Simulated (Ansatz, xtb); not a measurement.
# Ranking isomers of CH9NSi2

6 gas-phase structures of CH9NSi2, found in a search over its isomers (lower ones may exist). Each was relaxed with GFN2-xTB; where two conformers were screened, the lower at r2SCAN-D4/def2-SVP is listed:

A. `C[Si@H](N)[SiH3]`, a singlet
B. `[SiH3]CN[SiH3]`, a singlet
C. `CN([SiH3])[SiH3]`, a singlet
D. `CN[SiH2][SiH3]`, a singlet
E. `C[SiH2]N[SiH3]`, a singlet
F. `C[SiH2][SiH2]N`, a singlet

Problem. Which do you expect lowest at r2SCAN-D4/def2-SVP, and how would the others follow?

Solution. Calculated order at r2SCAN-D4/def2-SVP: E (0.0), A (51.1), F (58.7), C (78.4), D (125.9), B (139.8) kJ/mol.

Energies above the lowest of each column, in kJ/mol; the last columns are at PBE0-D3(BJ)/def2-SVP geometries and were run for some of them only (a dash: not run or not comparable):

```json
{"structure": "E", "GFN2-xTB": "11.2", "HF/STO-3G": "0.0", "r2SCAN-D4/def2-SVP": "0.0", "PBE0-D3(BJ)/def2-SVP": "0.0", "CCSD(T)/def2-SVP + ΔMP2/def2-TZVPP": "0.0"}
{"structure": "A", "GFN2-xTB": "134.3", "HF/STO-3G": "39.3", "r2SCAN-D4/def2-SVP": "51.1", "PBE0-D3(BJ)/def2-SVP": "42.3", "CCSD(T)/def2-SVP + ΔMP2/def2-TZVPP": "60.2"}
{"structure": "F", "GFN2-xTB": "134.4", "HF/STO-3G": "45.7", "r2SCAN-D4/def2-SVP": "58.7", "PBE0-D3(BJ)/def2-SVP": "47.9", "CCSD(T)/def2-SVP + ΔMP2/def2-TZVPP": "–"}
{"structure": "C", "GFN2-xTB": "0.0", "HF/STO-3G": "60.8", "r2SCAN-D4/def2-SVP": "78.4", "PBE0-D3(BJ)/def2-SVP": "–", "CCSD(T)/def2-SVP + ΔMP2/def2-TZVPP": "–"}
{"structure": "D", "GFN2-xTB": "115.8", "HF/STO-3G": "92.8", "r2SCAN-D4/def2-SVP": "125.9", "PBE0-D3(BJ)/def2-SVP": "–", "CCSD(T)/def2-SVP + ΔMP2/def2-TZVPP": "–"}
{"structure": "B", "GFN2-xTB": "89.4", "HF/STO-3G": "111.9", "r2SCAN-D4/def2-SVP": "139.8", "PBE0-D3(BJ)/def2-SVP": "–", "CCSD(T)/def2-SVP + ΔMP2/def2-TZVPP": "–"}
```

CCSD(T)/def2-SVP + ΔMP2/def2-TZVPP puts E lowest of those it was run on; GFN2-xTB picks C. Some further structures that were screened fall inside this span and aren't listed. Flexible structures stand in one conformer each, not always the lowest. E keeps a small imaginary mode. Frequencies (PBE0-D3(BJ)/def2-SVP) were run for A, E alone. ΔMP2 is the change of the MP2 energy from the smaller to the larger basis.

Over these structures GFN2-xTB departs from r2SCAN-D4/def2-SVP by 51.5 kJ/mol on average once a common shift is removed. A GFN2-xTB relaxation took about 0.1 s and the r2SCAN-D4/def2-SVP energy about 2.1 s on a shared host (Ansatz 0.2.0, xtb 6.7.1).
